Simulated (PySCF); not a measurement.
Bonds (- single, = double, # triple, : aromatic): F1-Si2 1.604 Å, Si2-C3 1.922 Å, C3-Cl4 1.781 Å, C3-Cl5 1.779 Å. Si2 carries H6, H7; C3 carries H8.

One computed conformer, no solvent, averaged over atoms made equivalent by symmetry, fast rotation or ring inversion, relativity neglected. GFN2-xTB geometry; shieldings: GIAO PBE0/pcSseg-1; PySCF 2.14.

Shifts are taken against calculated references (same method and geometry level): TMS for ¹³C and ¹H and ²⁹Si; CFCl3 for ¹⁹F; ³⁵Cl against HCl.

```
  atoms  nucleus  count  Hirshfeld charge  δ (ppm)
     C3      ¹³C      1             -0.06     71.3
    Si2     ²⁹Si      1              0.42        ?
     H8       ¹H      1              0.06     5.73
Cl4/Cl5     ³⁵Cl      2             -0.05        ?
     F1      ¹⁹F      1             -0.20   -210.7
  H6/H7       ¹H      2             -0.06     4.89
```

**Question.** Fill in the missing shifts.

**Answer.** 
- Si2: -8.4 ppm, silicon bonded to C, F, 2 H
- Cl4/Cl5: 199 ppm, chlorine bonded to C

Carbons that carry Cl, above all several Cl atoms, come out too deshielded, partly because spin–orbit coupling is missing. Shifts are as computed. Against solution values, carbons near 30 ppm lie about +3 ppm off and those near 130 ppm about +5 ppm; carbons on Cl a further +6 ppm. Of 1211 compounds with measured shifts, 218 miss one by over three times the rms of a fit or turn the order of signals round; such compounds aren't used in these exercises. Unscaled 19F shifts against computed CFCl3 carry errors that often reach 10 to 50 ppm.
